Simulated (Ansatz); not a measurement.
HBrOSi (SMILES O[Si]Br), singlet, at a GFN2-xTB geometry; R2SCAN/cc-pV5Z in Ansatz (an electronic-structure program).

Input for Ansatz:
Ansatz 0.2 input:
```yaml
crystal:
  periodic: [false, false, false]
  atoms:
    - {symbol: Si, position_ang: [-0.09192412, -0.90370918, 0.99981079]}
    - {symbol: Br, position_ang: [0.24234404, 0.86395344, -0.36779752]}
    - {symbol: O, position_ang: [-0.76389165, -1.85534526, -0.13696893]}
    - {symbol: H, position_ang: [-1.08397062, -2.74367962, -0.02868652]}
basis:
  gaussian:
    orbitals: cc-pV5Z
hamiltonian:
  xc: r2scan
```

It wrote (shortened):

```
Functional definition: r2SCAN
1091 factors; their error is unknown
mean field evaluation 1: about -79983.7268 eV, gradient 6.1e1 eV
mean field evaluation 2: about -79928.0582 eV, gradient 1.6e2 eV
mean field evaluation 4: about -79989.5708 eV, gradient 9.1e0 eV
mean field evaluation 8: about -79989.7363 eV, gradient 7.8e-2 eV
mean field evaluation 16: about -79989.7251 eV, gradient 4.0e-5 eV
mean field -79989.72507356 eV, -2939.5681774702 hartree, gradient 4.0e-5 eV, S^2 0.000000; 0 other end points of the search recorded, 0 dependent functions left out
reference -79989.72508397 eV, -2939.5681778529 hartree; 29, 29 occupied and 316, 316 virtual orbitals, 1091 factors
Total energy: -79989.72508397 eV, -2939.5681778529 hartree
```
